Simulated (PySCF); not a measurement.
PySCF input for ClH₃O₃Sn, SMILES [OH][Sn]([OH])([OH])[Cl], PBE-D3(BJ)/def2-SVP. Geometry optimised at PBE-D3(BJ)/def2-SVP. The structure was generated by enumeration; whether it is a known compound was not checked. The def2 effective core potentials stand for the cores of Sn; spin–orbit coupling is left out. One conformer was computed; it need not be the lowest.

```python
import numpy as np
from pyscf import gto, scf, dft, df
from pyscf.hessian import thermo

mol = gto.M(
    atom='''
    O    -1.29147678   -1.35137431   -0.92889732
    Sn    0.00000000   -0.00000000   -0.24772735
    O     1.81606287   -0.44276454   -0.92889732
    O    -0.52458609    1.79413886   -0.92889731
    Cl    0.00000000   -0.00000000    2.12392375
    H    -2.14887245   -1.22078424   -0.47560012
    H     2.13166640   -1.25058601   -0.47560013
    H     0.01720606    2.47137026   -0.47560012
    ''',
    basis='def2-SVP',
    ecp={'Sn': 'def2-svp'},
    charge=0,
    spin=0,
    max_memory=1600,
    verbose=3,
)
mf = dft.RKS(mol, xc='pbe').density_fit(auxbasis='def2-universal-jkfit')
mf.disp = 'd3bj'
mf.grids.level = 3
mf.conv_tol = 1e-11
mf.max_cycle = 100
mf.kernel()

# [left out here: the lines that compute and print the analytic Hessian (its translational invariance restored by hand, since the grid's response is missing), thermochemistry and intensities]
```

Log of the run:

```
converged SCF energy = -901.309376144296

WARN: DFTD3 does not support analytical Hessian, using finite difference


WARN: Mole.unit (angstrom) is changed to Bohr

Mode                                 0                   1                   2
Irrep
Freq [cm^-1]                       45.9501             46.2776            151.8556
Reduced mass [au]                   1.4757              1.4776              6.3211
Force const [Dyne/A]                0.0018              0.0019              0.0859
Char temp [K]                      66.1120             66.5831            218.4863
Normal mode                   x     y     z       x     y     z       x     y     z
       0   O                -0.03  0.04 -0.02   -0.04  0.01  0.07   -0.05  0.05  0.05
       1  Sn                -0.01  0.00 -0.00    0.00  0.01 -0.00    0.04 -0.01 -0.00
       2   O                 0.02 -0.01  0.07    0.01  0.06 -0.02   -0.00 -0.02 -0.11
       3   O                -0.05 -0.03 -0.05    0.03 -0.01 -0.05   -0.09 -0.02  0.06
       4  Cl                 0.05 -0.03 -0.00   -0.03 -0.05 -0.00   -0.07  0.02 -0.00
       5   H                -0.11  0.22 -0.23    0.13 -0.29  0.48   -0.07  0.23 -0.03
       6   H                 0.23  0.33  0.53    0.03  0.05 -0.04    0.15  0.16  0.10
       7   H                 0.15 -0.02 -0.30    0.37 -0.03 -0.44   -0.02 -0.00 -0.05
Mode                                 3                   4                   5
Irrep
Freq [cm^-1]                      151.8844            155.0091            175.6266
Reduced mass [au]                   6.3173              1.7186              3.0586
Force const [Dyne/A]                0.0859              0.0243              0.0556
Char temp [K]                     218.5279            223.0236            252.6876
Normal mode                   x     y     z       x     y     z       x     y     z
       0   O                -0.05  0.04 -0.09   -0.04 -0.01  0.07    0.09 -0.10  0.02
       1  Sn                -0.01 -0.04 -0.00   -0.00  0.00 -0.03   -0.01  0.01  0.00
       2   O                 0.03  0.09  0.01    0.03 -0.03  0.07   -0.06 -0.04 -0.08
       3   O                 0.03  0.01  0.09    0.01  0.04  0.07    0.07  0.06  0.07
       4  Cl                 0.02  0.07 -0.00    0.00 -0.00 -0.03   -0.01  0.01  0.00
       5   H                 0.03 -0.11  0.09    0.10 -0.20  0.37    0.01 -0.06 -0.15
       6   H                 0.10  0.11 -0.01    0.12  0.18  0.37    0.14  0.23  0.26
       7   H                 0.26 -0.06 -0.08   -0.22  0.02  0.37    0.32 -0.03 -0.12
Mode                                 6                   7                   8
Irrep
Freq [cm^-1]                      175.7162            191.9044            356.7067
Reduced mass [au]                   3.0515              2.2239             38.0207
Force const [Dyne/A]                0.0555              0.0483              2.8503
Char temp [K]                     252.8164            276.1077            513.2215
Normal mode                   x     y     z       x     y     z       x     y     z
       0   O                -0.04 -0.02  0.09   -0.01 -0.05  0.09   -0.01 -0.02 -0.00
       1  Sn                -0.01 -0.01  0.00   -0.00  0.00 -0.02    0.00  0.00 -0.04
       2   O                 0.01  0.12 -0.03    0.05  0.01  0.09    0.02 -0.00 -0.00
       3   O                 0.11  0.00 -0.06   -0.04  0.03  0.09   -0.01  0.02 -0.00
       4  Cl                -0.01 -0.01  0.00   -0.00  0.00 -0.03    0.00 -0.00  0.15
       5   H                -0.15  0.31 -0.22   -0.13  0.27 -0.22   -0.01  0.02 -0.01
       6   H                 0.13  0.18 -0.02   -0.17 -0.24 -0.22   -0.01 -0.02 -0.01
       7   H                -0.12 -0.00  0.24    0.30 -0.03 -0.22    0.02  0.00 -0.01
Mode                                 9                  10                  11
Irrep
Freq [cm^-1]                      585.5410            619.2186            619.2214
Reduced mass [au]                  12.9492             15.5828             15.5829
Force const [Dyne/A]                2.6158              3.5203              3.5204
Char temp [K]                     842.4631            890.9177            890.9218
Normal mode                   x     y     z       x     y     z       x     y     z
       0   O                -0.09 -0.09 -0.05    0.07  0.08  0.04    0.09  0.10  0.05
       1  Sn                -0.00  0.00  0.02   -0.04  0.00 -0.00   -0.00 -0.04  0.00
       2   O                 0.13 -0.03 -0.05    0.17 -0.04 -0.06   -0.03  0.01  0.01
       3   O                -0.04  0.13 -0.05    0.02 -0.06  0.02   -0.05  0.16 -0.06
       4  Cl                -0.00 -0.00 -0.01    0.00 -0.00  0.00    0.00  0.00 -0.00
       5   H                -0.07 -0.04 -0.01    0.04  0.01 -0.01    0.07  0.02  0.01
       6   H                 0.07 -0.04 -0.01    0.06 -0.05 -0.01   -0.00  0.00 -0.02
       7   H                -0.00  0.08 -0.01   -0.01 -0.04  0.02    0.01  0.07  0.00
Mode                                12                  13                  14
Irrep
Freq [cm^-1]                      875.8931            875.9312            877.2773
Reduced mass [au]                   1.0831              1.0831              1.0700
Force const [Dyne/A]                0.4896              0.4896              0.4852
Char temp [K]                    1260.2152           1260.2700           1262.2068
Normal mode                   x     y     z       x     y     z       x     y     z
       0   O                 0.02 -0.03 -0.03    0.01 -0.02 -0.02    0.01 -0.02 -0.03
       1  Sn                -0.01 -0.01 -0.00   -0.01  0.01  0.00    0.00 -0.00  0.00
       2   O                -0.00  0.00 -0.00   -0.02 -0.03  0.03    0.01  0.02 -0.03
       3   O                 0.03  0.00  0.03   -0.02 -0.00 -0.02   -0.02 -0.00 -0.03
       4  Cl                 0.00  0.00 -0.00    0.00 -0.00  0.00   -0.00  0.00  0.00
       5   H                 0.27  0.50  0.33    0.18  0.33  0.22    0.22  0.43  0.27
       6   H                -0.03  0.00  0.02    0.67  0.02 -0.39   -0.50 -0.02  0.28
       7   H                -0.31  0.51 -0.35    0.17 -0.27  0.18    0.26 -0.40  0.27
Mode                                15                  16                  17
Irrep
Freq [cm^-1]                     3693.7608           3693.7797           3695.3902
Reduced mass [au]                   1.0666              1.0666              1.0673
Force const [Dyne/A]                8.5740              8.5741              8.5872
Char temp [K]                    5314.4994           5314.5267           5316.8437
Normal mode                   x     y     z       x     y     z       x     y     z
       0   O                -0.01  0.00  0.00    0.04 -0.01 -0.02    0.03 -0.00 -0.02
       1  Sn                -0.00 -0.00  0.00    0.00 -0.00  0.00   -0.00 -0.00 -0.00
       2   O                 0.01 -0.03  0.02    0.01 -0.03  0.01   -0.01  0.03 -0.02
       3   O                -0.02 -0.03 -0.02    0.01  0.01  0.01   -0.02 -0.03 -0.02
       4  Cl                -0.00  0.00  0.00   -0.00 -0.00  0.00   -0.00 -0.00 -0.00
       5   H                 0.10 -0.01 -0.05   -0.68  0.09  0.35   -0.50  0.07  0.26
       6   H                -0.21  0.51 -0.28   -0.17  0.41 -0.23    0.19 -0.46  0.25
       7   H                 0.40  0.52  0.33   -0.16 -0.21 -0.13    0.30  0.39  0.25
temperature 298.1500 [K]
pressure 101325.00 [Pa]
Rotational constants [GHz] 2.71449 1.67129 1.67129
Symmetry number 3
Zero-point energy (ZPE) 0.03870 [Eh]   101604.489 [J/mol]
                           tot       elec      trans        rot        vib
Entropy [J/mol/K]       399.758      0.000    175.144    108.606    116.008
Cv [J/mol/K]            114.724      0.000     12.472     12.472     89.781
Cp [J/mol/K]            123.039      0.000     20.786     12.472     89.781
Internal energy [J/mol]                      3718.434   3718.434 118335.688
Internal energy [Eh]   -901.26147  -901.30938
Enthalpy [J/mol]                             6197.391   3718.434 118335.688
Enthalpy [Eh]          -901.26053
Gibbs free energy [J/mol]                  -46021.721 -28662.480  83747.933
Gibbs free energy [Eh] -901.30592
mode   freq/cm-1   IR/(km/mol)
   1       45.95        34.783
   2       46.28        34.709
   3      151.86        39.646
   4      151.88        39.634
   5      155.01        23.566
   6      175.63        10.473
   7      175.72        10.552
   8      191.90       136.449
   9      356.71        48.218
  10      585.54        26.935
  11      619.22        73.123
  12      619.22        73.135
  13      875.89        74.711
  14      875.93        74.697
  15      877.28        65.540
  16     3693.76       100.729
  17     3693.78       100.668
  18     3695.39         0.241
max |gradient| / (hartree/bohr): 9.81642977713633e-05
APT charges: [-0.6812  1.867  -0.6812 -0.6812 -0.5445  0.2403  0.2403  0.2403]
```

The run converged.
